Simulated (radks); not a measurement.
The numbers below are computed, except where a source is named.
Coulomb parameter of the 4d shell of the zirconium ion Zr+ in the model configuration [Kr] 4d2 5s1, as a second difference U = [E(n + 0.5) + E(n - 0.5) - 2 E(n)] / (0.5)^2 with all orbitals relaxed. "Bare": the charge of the atom changes with n. "Screened": the 5s shell takes up the change at fixed total charge, which measures U(4d,4d) + U(5s,5s) - 2 U(4d,5s). Code: a radial shooting solver on a logarithmic mesh with Libxc functionals. Model: scalar-relativistic Kohn-Sham, PBEsol, spin-unpolarised, spherical densities, finite nucleus; Fermi nuclear charge, rms radius 4.2694 fm.

case              configuration  E - E(n) (eV)
start              [Kr] 4d2 5s1          0.000
bare +0.5        [Kr] 4d2.5 5s1         -3.941
bare -0.5        [Kr] 4d1.5 5s1          6.152
screened +0.5  [Kr] 4d2.5 5s0.5          0.091
screened -0.5  [Kr] 4d1.5 5s1.5          0.131

U(bare) = 8.841 eV, U(screened by 5s) = 0.886 eV, against the Slater integral F0(4d,4d) = 11.618 eV with frozen orbitals.
